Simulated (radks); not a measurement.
Q: The europium ion Eu12+, configuration [Kr] 4d10 4f3 5s2 (the NIST ground configuration). Calculated with a radial shooting solver on a logarithmic mesh with Libxc functionals: Dirac Kohn-Sham, PW91, spin-unpolarised, spherical densities, finite nucleus; open shells are shared between the two j in proportion to 2j + 1; Fermi nuclear charge, rms radius 5.1115 fm. Some entries of the table are withheld. Estimate them.

orbital,occ.,eigenvalue (eV),r(max) (bohr),<r> (bohr)
1s1/2,2,-48549.52,0.01420,0.02232
2s1/2,2,-8162.129,0.08072,0.09460
2p1/2,2,-7756.215,0.06106,0.07906
2p3/2,4,-7108.014,0.06679,0.08580
3s1/2,2,-1977.658,(1),0.2491
3p1/2,2,-1802.191,0.2162,(2)
3p3/2,4,-1669.990,0.2283,(3)
3d3/2,4,-1365.913,0.1818,0.2235
3d5/2,6,-1337.164,0.1852,0.2275
4s1/2,2,-570.8125,0.5249,0.5589
4p1/2,2,-502.4150,0.5291,0.5695
4p3/2,4,-472.0406,0.5541,0.5963
4d3/2,4,(4),0.5599,0.6230
4d5/2,6,(5),0.5678,0.6317
5s1/2,2,-229.2677,1.116,1.162
4f5/2,1.28571,-216.7665,0.5444,0.6944
4f7/2,1.71429,-215.8099,0.5478,0.6985
5p1/2,0,-205.0944,1.171,1.224
5p3/2,0,-197.5878,1.217,1.269
5d3/2,0,-159.1554,1.352,1.416
5d5/2,0,-157.8045,1.366,1.429
6s1/2,0,-125.6188,2.060,2.017
5f5/2,0,-115.3313,1.655,1.699
5f7/2,0,-115.0805,1.661,1.703

A: 
(1) 3s1/2 r(max) (bohr): 0.2291
(2) 3p1/2 <r> (bohr): 0.2387
(3) 3p3/2 <r> (bohr): 0.2516
(4) 4d3/2 eigenvalue (eV): -358.6113
(5) 4d5/2 eigenvalue (eV): -352.9370
